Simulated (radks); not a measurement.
Problem. Species: the thulium ion Tm0.25+. Configuration: [He] 2s(up 1, down 0.75) 2p6 3s2 3p6 3d10 4s2 4p6 4d10 4f13 5s2 5p6 6s2 (fractional occupations, a model configuration). All-electron calculation, scalar-relativistic Kohn-Sham, r2SCAN, spin-polarised, spherical densities, finite nucleus; open shells are filled with parallel spins first (spin-orbit coupling, left out, can overturn this in heavy ions); meta-GGA in the generalised Kohn-Sham scheme; Fermi nuclear charge, rms radius 5.2256 fm. Program: a radial shooting solver on a logarithmic mesh with Libxc functionals. Some entries of the table are withheld. Estimate them.

| orbital | occ. | eigenvalue (eV) | r(max) (bohr) |
|---|---|---|---|
| 1s up | 1 | -59430.27 | 0.01261 |
| 1s down | 1 | -59426.77 | 0.01261 |
| 2s up | 1 | -10084.56 | 0.07181 |
| 2s down | 0.75 | -10076.88 | 0.07181 |
| 2p up | 3 | -8909.318 | 0.05850 |
| 2p down | 3 | -8903.508 | 0.05849 |
| 3s up | 1 | -2281.978 | 0.2026 |
| 3s down | 1 | -2280.900 | 0.2026 |
| 3p up | 3 | -1923.756 | 0.1995 |
| 3p down | 3 | -1922.986 | 0.1995 |
| 3d up | 5 | -1482.849 | 0.1628 |
| 3d down | 5 | -1481.165 | 0.1629 |
| 4s up | 1 | -457.3942 | 0.4632 |
| 4s down | 1 | -456.0601 | 0.4632 |
| 4p up | 3 | -338.8465 | 0.4840 |
| 4p down | 3 | -337.5896 | 0.4840 |
| 4d up | 5 | -180.7146 | 0.4988 |
| 4d down | 5 | -179.2693 | 0.4990 |
| 5s up | 1 | -58.3505 | 1.088 |
| 5s down | 1 | -57.8204 | 1.090 |
| 5p up | 3 | -30.9439 | 1.243 |
| 5p down | 3 | -30.6070 | 1.247 |
| 4f up | 7 | -7.2092 | (1) |
| 4f down | 6 | -6.1529 | (2) |
| 6s up | 1 | -5.5428 | (3) |
| 6s down | 1 | -5.5033 | (4) |

Solution. 
(1) 4f up r(max) (bohr): 0.4924
(2) 4f down r(max) (bohr): 0.4929
(3) 6s up r(max) (bohr): 3.254
(4) 6s down r(max) (bohr): 3.270
